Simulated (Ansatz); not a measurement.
**Relative stability**

Two relaxed structures of BSnH₅O, singlet (PBE0-D4/def2-TZVP; forces vanish, vibrations not checked).

A:

```csv
atom,x (Å),y (Å),z (Å)
O1,-1.5373,-0.1629,-1.2338
B2,-0.2575,0.2082,-0.8519
Sn3,0.6398,-0.1892,1.4608
H4,-2.0628,-0.5848,-0.5518
H5,0.4275,0.7384,-1.6786
H6,-0.2444,1.0245,0.2332
H7,0.4707,-0.8283,-0.3626
H8,2.1313,0.5660,0.9029
```

B:

```xyz
8
angstrom
O -1.7131 0.3587 -1.1422
B -0.3682 0.3201 -1.1061
Sn 0.7816 -0.2344 0.7719
H -2.1482 0.1343 -0.3150
H 0.1881 0.5975 -2.1306
H -0.3076 -0.5756 2.0569
H 1.7567 -1.6219 0.5586
H 1.8107 1.0212 1.3065
```

Computed with Ansatz 0.2.0 (basis: def2-TZVPP); correlated methods freeze the cores. Filled d shells of the heavier atoms are correlated. Core potentials replace the inner electrons of the atoms past krypton. The def2 sets are not built for correlating such inner shells, so the correlated values are less sure here. B3LYP uses VWN-RPA correlation.

(1) Which structure is lower at CCSD(T), and by how much? (To be estimated.)

(2) Do the other methods give the same order? (A judgement: the text doesn't fix the answer.)

T1 diagnostic: at most 0.016.

## Answers

(1) By the calculation: B, by 0.057 eV (electronic energy, against the other). By their contacts, A is BSnH₅O ([OH][BH]12[H][SnH]1[H]2) and B is BSnH₅O ([OH][BH][SnH3]).

(2) Computed: Not all: PBE-D4, r2SCAN-D4, PBE0-D4, B3LYP-D4, MP2 give the other order.

```json
{"method": "PBE-D4", "E(B) − E(A) (eV)": "0.275"}
{"method": "r2SCAN-D4", "E(B) − E(A) (eV)": "0.168"}
{"method": "PBE0-D4", "E(B) − E(A) (eV)": "0.110"}
{"method": "B3LYP-D4", "E(B) − E(A) (eV)": "0.153"}
{"method": "wB97M-V", "E(B) − E(A) (eV)": "-0.013"}
{"method": "HF", "E(B) − E(A) (eV)": "-0.373"}
{"method": "MP2", "E(B) − E(A) (eV)": "0.021"}
{"method": "CCSD", "E(B) − E(A) (eV)": "-0.099"}
{"method": "CCSD(T)", "E(B) − E(A) (eV)": "-0.057"}
```

Labels in which every atom is bracketed show which atoms are joined, not bond orders.

For scale, one of the runs: CCSD(T)/def2-TZVPP, 182 basis functions, launched by `ansatz run in.yaml --threads 2 --pin off --events-out ev --progress --plain --max-ram 4352MiB`. Hardware: 2 CPU threads of an Arm Neoverse V2, shared host. Wall time 84 s; peak host memory 2 GiB.
